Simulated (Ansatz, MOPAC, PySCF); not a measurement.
Pair of molecules: H2O (SMILES O) (first 3 atoms) with CH3Br (SMILES CBr); geometry from B3LYP-D3(BJ)/def2-TZVP, rigid monomers moved along the line of their centres of mass till H2···Br5 is 2.40 Å.
(charge 0, multiplicity 1):
| atom | x (Å) | y (Å) | z (Å) |
|---|---|---|---|
| O | 0.3462 | 0.0316 | -0.1140 |
| H | -0.0233 | 0.5566 | 0.6085 |
| H | -0.3205 | 0.0527 | -0.8079 |
| C | 0.0973 | -1.4551 | 2.6038 |
| Br | -0.7872 | 0.2804 | 2.8658 |
| H | 0.9617 | -1.4750 | 3.2576 |
| H | 0.3798 | -1.5065 | 1.5580 |
| H | -0.6200 | -2.2227 | 2.8711 |

Interaction energies are E(AB) − E(A) − E(B) at the monomers' geometry in the complex; basis-set methods are counterpoise corrected. Rows marked so take none.

Rows in 3-21G carry no dispersion term and start afresh at each structure; the Pople sets are all-electron and without relativity. The state that AM1 reach isn't checked.

Programs: Ansatz (a quantum-chemistry and plane-wave program); MOPAC for AM1 (differences of heats of formation); PySCF for 3-21G rows, the dispersion terms. Values without a source in brackets are computed.

Task: One of these levels gives -3.08 kcal/mol for the interaction energy. Name it.
(A) HF/3-21G (no counterpoise)
(B) PBE/def2-TZVPPD
(C) r2SCAN-D3(BJ)/def2-TZVPPD
(D) AM1

Result: C, r2SCAN-D3(BJ)/def2-TZVPPD. The others give -0.29 (AM1), -4.62 (HF/3-21G (no counterpoise)), -2.14 (PBE/def2-TZVPPD)
